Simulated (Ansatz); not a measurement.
Stepwise reaction of `[GeH3][Br]` with hydrogen chloride, as a gas-phase model of exchange steps in deposition or etching. ΔE in kJ/mol; ΔG adds harmonic PBE0-D4 terms to CCSD(T)/CBS, at 1 bar.

Computed with Ansatz on PBE0-D4/def2-TZVP structures; ΔE is electronic, products minus reactants. CCSD(T)/CBS is the MP2 limit (def2-TZVPP, def2-QZVPP) plus CCSD(T) − MP2 in def2-TZVPP, frozen cores. This one scheme is used for every species. Functionals use def2-TZVPP. B3LYP here is the variant with VWN-RPA as its local correlation; programs differ in this. For Br, Ge outer-core shells are correlated without core-valence functions, which leaves a few kJ/mol of doubt a bond. Scalar relativity is left out up to krypton.

```csv
step,reaction,PBE-D4,B3LYP-D4,ωB97M-V,CCSD(T)/CBS,ΔG(400 K)
2,`[Cl][GeH2][Br]` + HCl → `[Cl][GeH]([Cl])[Br]` + H₂,-53.4,-52.4,-50.4,-49.2,-44.7
3,`[Cl][GeH]([Cl])[Br]` + HCl → `[Cl][Ge]([Cl])([Cl])[Br]` + H₂,-46.4,-46.0,-43.8,-42.0,-33.6
```

(1) Give the row of step 1, `[GeH3][Br]` + HCl → `[Cl][GeH2][Br]` + H₂. (Estimate.)

(2) By hand: ΔE of the 3 steps together at CCSD(T)/CBS.

Answers

(1) Ansatz gave: 
```tsv
step	reaction	PBE-D4	B3LYP-D4	ωB97M-V	CCSD(T)/CBS	ΔG(400 K)
1	`[GeH3][Br]` + HCl → `[Cl][GeH2][Br]` + H₂	-54.0	-53.5	-51.8	-50.9	-50.1
```

(2) (-50.9) + (-49.2) + (-42.0) = -142.1 kJ/mol, or -47.4 kJ/mol a step.

In ΔE step 1 is the lowest and step 3 the highest. All are downhill at CCSD(T)/CBS. ΔG lies between -50.1 and -33.6 kJ/mol a step. PBE-D4 differs from CCSD(T)/CBS by -4.4 to -3.1 kJ/mol a step. Isolated molecules leave out the surface, adducts and barriers. Largest T1 diagnostic: 0.009.
